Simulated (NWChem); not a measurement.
System: CH₄Mg; SMILES [CH3][MgH]

NWChem printed, in part:

```
             Northwest Computational Chemistry Package (NWChem) 7.3.0
             --------------------------------------------------------

                             Geometry "geometry" -> ""
                             -------------------------

 Output coordinates in angstroms (scale by  1.889725989 to convert to a.u.)

  No.       Tag          Charge          X              Y              Z
 ---- ---------------- ---------- -------------- -------------- --------------
    1 Mg                  12.0000    -0.32720200    -0.79309200     0.00000000
    2 H                    1.0000    -0.52207800    -2.49050300     0.00000000
    3 C                    6.0000    -0.08600500     1.28891800     0.00000000
    4 H                    1.0000     0.97683800     1.58750900     0.00000000
    5 H                    1.0000    -0.54779700     1.76112000     0.88501300
    6 H                    1.0000    -0.54779700     1.76112000    -0.88501300

 Effective nuclear repulsion energy (a.u.)      39.6400414557

                              NWChem Property Module
                              ----------------------

                                 NWChem DFT Module
                                 -----------------

 Summary of "ao basis" -> "ao basis" (spherical)
 ------------------------------------------------------------------------------
       Tag                 Description            Shells   Functions and Types
 ---------------- ------------------------------  ------  ---------------------
 Mg                        def2-svpd                 9       21   4s4p1d
 H                         def2-svpd                 4        8   2s2p
 C                         def2-svpd                 8       20   4s2p2d

            General Information
            -------------------
          SCF calculation type: DFT
          Wavefunction type:  closed shell.
          No. of atoms     :     6
          No. of electrons :    22
           Alpha electrons :    11
            Beta electrons :    11
          Charge           :     0
          Spin multiplicity:     1
          Use of symmetry is: off; symmetry adaption is: off
          Maximum number of iterations: 150
          AO basis - number of functions:    73
                     number of shells:    33
          Convergence on energy requested:  1.00D-06
          Convergence on density requested:  1.00D-05
          Convergence on gradient requested:  5.00D-04

              XC Information
              --------------
                     Hartree-Fock (Exact) Exchange  1.000
                   CAM-Becke88 Exchange Functional  1.000
                      VWN V Correlation Functional  0.190 local
              Lee-Yang-Parr Correlation Functional  0.810

           Range-Separation Parameters
           ---------------------------
           Alpha           :  0.19
           Beta            :  0.46
           Gamma           :  0.33
           Short-Range HF  :     F

             Grid Information
             ----------------
          Grid used for XC integration:  medium
          Radial quadrature: Mura-Knowles
          Angular quadrature: Lebedev.
          Tag              B.-S. Rad. Rad. Pts. Rad. Cut. Ang. Pts.
          ---              ---------- --------- --------- ---------
          Mg                  1.50       88          11.0       590
          H                   0.35       45          12.0       434
          C                   0.70       49          11.0       434
          Grid pruning is: on
          Number of quadrature shells:   317
          Spatial weights used:  Erf1

      Superposition of Atomic Density Guess
      -------------------------------------

 Sum of atomic energies:        -239.15702118

      Non-variational initial energy
      ------------------------------

 Total energy =    -239.723079
 1-e energy   =    -409.841839
 2-e energy   =     130.478719
 HOMO         =      -0.299173
 LUMO         =      -0.020297

   convergence    iter        energy       DeltaE   RMS-Dens  Diis-err
 ---------------- ----- ----------------- --------- --------- ---------
 d= 0,ls=0.0,diis     1   -240.4087580593 -2.80D+02  1.29D-02  1.67D-01
 d= 0,ls=0.0,diis     2   -240.4239460427 -1.52D-02  3.80D-03  7.28D-02
 d= 0,ls=0.0,diis     3   -240.4334697306 -9.52D-03  1.11D-03  7.38D-03
 d= 0,ls=0.0,diis     4   -240.4345370940 -1.07D-03  1.91D-04  1.80D-05
 d= 0,ls=0.0,diis     5   -240.4345459307 -8.84D-06  4.43D-05  9.77D-07
 d= 0,ls=0.0,diis     6   -240.4345463236 -3.93D-07  7.99D-06  1.59D-08

         Total DFT energy =     -240.434546323603
      One electron energy =     -411.614999866693
           Coulomb energy =      154.857310340011
    Exchange-Corr. energy =      -23.316898252628
 Nuclear repulsion energy =       39.640041455707

 Numeric. integr. density =       22.000005730541

                       DFT Final Molecular Orbital Analysis
                       ------------------------------------

[...]

 DFT Linear Response polarizability / au
 Frequency  =       0.0000000 / au
              X              Y              Z
 -----------------------------------------------
 X      39.4029533      1.7677885     -0.0000000
 Y       1.7677875     54.6284868     -0.0000000
 Z      -0.0000000     -0.0000000     39.2004539
 -----------------------------------------------
 Eigenvalues =      39.2003958     54.8310444     39.2004539
 Isotropic   =      44.4106313
 Anisotropic =      15.6306196
 -----------------------------------------------

 Magnetic Dipole Response Matrix (nonzero elements):

 Exiting AOResponse driver routine
```

Level: CAM-B3LYP/def2-SVPD. The geometry was optimised at PBE0/def2-SVP.

Problem. Write an input that gives this output.

Solution. Several could match; the one computed here: the input that was run:
```
start job
memory heap 200 mb stack 900 mb global 1100 mb
geometry units angstroms noautosym nocenter noautoz
  Mg    -0.327202    -0.793092     0.000000
  H     -0.522078    -2.490503     0.000000
  C     -0.086005     1.288918     0.000000
  H      0.976838     1.587509     0.000000
  H     -0.547797     1.761120     0.885013
  H     -0.547797     1.761120    -0.885013
end
basis spherical
  * library def2-svpd
end
dft
  xc xcamb88 1.00 lyp 0.81 vwn_5 0.19 hfexch 1.00
  cam 0.33 cam_alpha 0.19 cam_beta 0.46
  iterations 150
end
property
  response 1 0.0
end
task dft property
```
